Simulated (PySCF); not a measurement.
Computed shifts of a molecule C2H8OSi, PBE0/pcSseg-1 in PySCF, GIAO, gas phase, equivalent atoms averaged, in ppm (number of nuclei): ²⁹Si: 9.0 (1). ¹³C: 4.0 (2). ¹H: 5.11 (1), 0.77 (1), 0.46 (6). References: ²⁹Si against TMS (σ = 352.7 ppm); ¹³C against TMS (σ = 186.3 ppm); ¹⁷O against H2O (σ = 334.2 ppm); ¹H against TMS (σ = 31.56 ppm), references at their B3LYP-D3(BJ)/def2-TZVP geometries, non-relativistic. The structure is a stationary point at B3LYP-D3(BJ)/def2-SVP. The values are those of a single conformer.

Problem. Which molecule gave these data?
(A) CC[SiH2]O
(B) COC[SiH3]
(C) C[SiH](C)O
(D) OCC[SiH3]

Solution. C, C[SiH](C)O
